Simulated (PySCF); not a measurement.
C4H10BN, SMILES N(B(C)C=C)C. Geometry: B3LYP-D3(BJ)/def2-SVP. The structure was generated by enumeration, and PubChem lists no compound with its InChIKey, so it may never have been made. Other conformers were not sampled.

Method: PySCF 2.14.0 with B3LYP-D3(BJ)/def2-SVP.

Harmonic wavenumbers (cm⁻¹): 94, 118, 155, 196, 221, 266, 289, 424, 532, 610, 677, 699, 833, 892, 973, 1017, 1055, 1065, 1093, 1143, 1182, 1297, 1325, 1345, 1436, 1441, 1445, 1455, 1470, 1478, 1553, 1683, 3002, 3010, 3061, 3080, 3094, 3097, 3114, 3146, 3197, 3580. Rotational constants (GHz): 3.466, 3.308, 1.789; symmetry number 1.

Q: Work out the zero-point energy and the ideal-gas rigid-rotor harmonic-oscillator thermochemistry at 298.15 K and 1 atm.

A: ZPE = ½ Σ hcν = ½ × 60843 cm⁻¹ = 363.92 kJ/mol. H − E(el) = 387.88 kJ/mol. Entropy in J/(mol K): translation 163.85, rotation 113.60, vibration 84.03, total 361.48. G − E(el) = 280.11 kJ/mol. Cp = 127.31 J/(mol K). Modes under 150 cm⁻¹ make the vibrational entropy uncertain.
